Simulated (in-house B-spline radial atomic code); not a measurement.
In³⁺. Computed with a B-spline radial atomic code. Model: all-electron spherical atom, spin shells full or empty, radial basis limit, no spin-orbit coupling: exact exchange with a local potential (Slater, KLI or optimised effective potential, whose far tail is KLI's), no correlation.

Exchange potential has not reached -1/r at the last radius.

The run also made RPA and GW results, which its time includes.

The Slater potential averages the orbital exchange potentials with the orbital densities as weights, KLI adds orbital constants, and the optimised effective potential minimises the exact-exchange energy among local potentials. So their energies lie above Hartree-Fock in the order OEP, KLI, Slater. All fall off as −1/r, unlike LDA and GGA exchange.

Command:
```bash
python run_gw.py task.json out
```
Settings (nuclear radius in fm, other lengths in bohr, energies in hartree):
```
Z                      49
electrons              46
configuration          [Kr] 4d10
hamiltonian            x2c
method                 kli
lmax                   9
rms_radius             4.6156
spin_polarised         False
box_radius             14.14
intervals              100
```

Cost of the run: 12 s on 1 thread of Arm Neoverse N1, with other jobs on the host.

Given: hamiltonian one-electron scalar X2C; mean-field start exchange-only KLI.

Computed: energy above Hartree-Fock 20.642 millihartree.

| radius (bohr) | r times exchange potential (hartree bohr) |
| --- | --- |
| 0.00102 | -0.045315 |
| 0.00127 | -0.056286 |
| 0.00159 | -0.070221 |
| 0.00198 | -0.087018 |
| 0.00248 | -0.10821 |
| 0.00309 | -0.13349 |
| 0.00386 | ? |
| 0.00481 | -0.20083 |
| 0.006 | -0.2437 |
| 0.00749 | -0.2928 |
| 0.00935 | -0.34686 |
| 0.0117 | -0.40389 |
| 0.0146 | -0.45806 |
| 0.0182 | -0.50332 |
| 0.0227 | -0.53237 |
| 0.0283 | -0.53984 |
| 0.0353 | -0.53412 |
| 0.0441 | -0.55293 |
| 0.055 | -0.63712 |
| 0.0687 | -0.76898 |
| 0.0857 | -0.88997 |
| 0.107 | -0.95343 |
| 0.133 | -0.94107 |
| 0.167 | -0.93016 |
| 0.208 | -1.0778 |
| 0.259 | -1.2971 |
| 0.324 | -1.4056 |
| 0.404 | -1.307 |
| 0.504 | -1.0618 |
| 0.629 | -1.1235 |
| 0.785 | ? |
| 0.98 | -1.6015 |
| 1.22 | -1.5909 |
| 1.53 | -1.4554 |
| 1.9 | -1.2996 |
| 2.38 | -1.173 |
| 2.97 | -1.0952 |

Question: What belongs in the row 0.00386?

Answer: r times exchange potential (hartree bohr): -0.16438.

Question: What belongs in the row 0.785?

Answer: r times exchange potential (hartree bohr): -1.4298.

```tsv
occupied	level (hartree)	Hartree-Fock level (hartree)
1s	-1019.2	-1033
2s	-153.91	-158.92
2p	?	?
3s	-30.474	-32.463
3p	-25.37	-26.964
3d	-17.415	-18.414
4s	?	?
4p	-4.2748	-4.6529
4d	-2.0766	-2.0789
```

Question: What belongs in the row 2p?

Answer: level (hartree): -138.37; Hartree-Fock level (hartree): -142.57.

Question: What belongs in the row 4s?

Answer: level (hartree): -5.7914; Hartree-Fock level (hartree): -6.3716.

```
empty  level (hartree)
   5s          -1.4842
   5p                ?
   5d         -0.74097
   6s         -0.70262
```

Question: What belongs in the row 5p?

Answer: level (hartree): -1.1585.

The highest level, 4d, differs from Hartree-Fock by +0.063 eV and the deepest, 1s, by +375 eV: a local potential can match the highest level but can't give each shell its own exchange.
